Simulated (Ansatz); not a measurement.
BrH2In (SMILES [Br][InH2]) moved off its minimum; all values from Ansatz (a program for electronic structure), cores frozen in correlated methods. Elements past Kr take the def2 small-core potentials, without spin–orbit coupling.
(charge 0, multiplicity 1)
```xyz
4

In    -0.60443    -0.84313     0.18540
H      0.15212    -1.90183     1.33741
H     -1.84463    -0.93989    -0.80925
Br     0.76481     1.28622    -0.24020
```

Forces at MP2/def2-TZVPPD (eV/Å):

```tsv
atom	Fx	Fy	Fz
In1	2.174	0.340	1.175
H2	-0.141	0.186	-0.069
H3	-1.758	-0.121	-1.253
Br4	-0.275	-0.406	0.147
```

Question: Give the forces (eV/Å), the total energy and the dipole at CCSD(T)/def2-TZVPPD.

Answer: 
```csv
atom,Fx,Fy,Fz
In1,2.171,0.399,1.166
H2,-0.078,0.093,0.025
H3,-1.849,-0.133,-1.328
Br4,-0.244,-0.359,0.136
```
Energy -2763.1003 hartree, dipole 3.33 D.
